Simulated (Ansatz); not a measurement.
Reaction (ligand exchange at a Ge–C bond): `S=[CH][GeH3]` + HI → `[GeH3][I]` + `C=S`

Calculated with Ansatz (gas phase, PBE0-D4/def2-TZVP geometries, no zero-point term in ΔE). CCSD(T)/CBS adds triple-zeta CCSD(T) − MP2 to the extrapolated MP2 energy (def2 sets, frozen cores). This one scheme is used for every species. def2 core potentials past Kr. For Ge, I outer-core shells are correlated without core-valence functions, which leaves a few kJ/mol of doubt a bond. Scalar relativity is left out up to krypton.

`S=[CH][GeH3]`:

Z-matrix (Å, degrees):
```
Ge
C 1 1.963
H 1 1.530 2 108.6
H 1 1.539 2 108.7 3 121.1
H 1 1.539 2 108.7 3 -121.1
S 2 1.607 1 124.3 3 0.1
H 2 1.094 1 116.6 3 -179.9
```

HI:

Z-matrix (Å, degrees):
```
I
H 1 1.610
```

`[GeH3][I]`:

Z-matrix (Å, degrees):
```
Ge
I 1 2.514
H 1 1.532 2 107.5
H 1 1.532 2 107.5 3 -120.0
H 1 1.532 2 107.5 3 120.0
```

`C=S`:

Z-matrix (Å, degrees):
```
C
S 1 1.599
H 1 1.090 2 122.2
H 1 1.090 2 122.2 3 -180.0
```

```csv
species,CCSD(T)/def2-TZVPP energy (Eh)
`S=[CH][GeH3]`,-2513.73206
HI,-297.73743
`[GeH3][I]`,-2374.57263
`C=S`,-436.93093
```

(1) Work out ΔE.

(2) What do rigid-rotor, harmonic-oscillator terms from PBE0-D4/def2-TZVP frequencies (298.15 K, 1 bar) make of the CCSD(T)/CBS value? (Estimate.)

Largest T1 diagnostic among the species: 0.016.

## Answers

(1) ΔE = (-2374.57263) + (-436.93093) − (-2513.73206) − (-297.73743) = -0.03407 Eh = -89.5 kJ/mol. CCSD(T)/CBS gives -94.4 kJ/mol.

(2) Ansatz gave: ΔZPE = +11.0 kJ/mol, ΔH = -85.1 kJ/mol, ΔS = -3 J/(mol·K), ΔG = -84.2 kJ/mol.

From r2SCAN to r2SCAN0 (25 % exact exchange), in def2-TZVPP and without D4, ΔE moves by −4.9 kJ/mol. In def2-TZVPP, CCSD(T) changes the Hartree–Fock value by +22.9 kJ/mol (the triples alone add +2.4 kJ/mol) and MP2 by +18.4 kJ/mol.
